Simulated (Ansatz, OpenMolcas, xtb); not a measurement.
Ligand exchange: CH3Br + BClF2 → CH3Cl + BBrF2

Species: CH3Br (bromomethane) `CBr`, singlet; BClF2 (chlorodifluoroborane) `FB(F)Cl`, singlet; CH3Cl (chloromethane) `CCl`, singlet; BBrF2 `FB(F)Br`, singlet. The partners trade Br for Cl: C–Br and B–Cl bonds give way to C–Cl and B–Br.

Shapes, held fixed at every level: PBE0-D4/def2-TZVP. Programs: Ansatz 0.2.0, OpenMolcas 26.06, xtb 6.7.1. The zero-point and thermal change to 298 K, harmonic and unscaled (PBE0-D4/def2-TZVP), is +0.3 kJ/mol.

**The experiment to reproduce.** Tabulated heats of formation (Active Thermochemical Tables, NIST-JANAF tables): CH3Br -36.4 (ATcT); BClF2 -885.3 (JANAF); CH3Cl -82.6 (ATcT); BBrF2 -820.1 (JANAF) kJ/mol, which give ΔH(298 K) = +19.0 kJ/mol.

```csv
level,kind,ΔH (kJ/mol),computed − measured
GFN1-xTB,semi-empirical,+3.8,-15.2
SPW92/def2-TZVPP,LDA,+20.3,+1.3
r2SCAN-D4/def2-TZVPP,meta-GGA,+22.5,+3.4
B3LYP/6-31G* (Cartesian functions),global hybrid,+22.0,+2.9
BHLYP-D4/def2-TZVPP,global hybrid,+23.0,+4.0
wB97M-V/def2-TZVPP,range-separated hybrid,+22.6,+3.5
wB97X-V/def2-TZVPP,range-separated hybrid,+21.8,+2.8
CCSD/def2-SVP,coupled cluster or CI,+29.0,+9.9
CCSD(T)/def2-TZVPP,coupled cluster or CI,+24.0,+5.0
```

Nearest: SPW92/def2-TZVPP (+1.3); farthest: GFN1-xTB (-15.2). 8 of 9 levels lie within 10 kJ/mol. The tabulated values of BClF2, BBrF2 are in doubt (older tables, estimates, or at odds with other calculations) and kept here. Relativity is left out for Br. Outer-core shells of Br are correlated in most correlated rows, in sets that cover them unevenly.
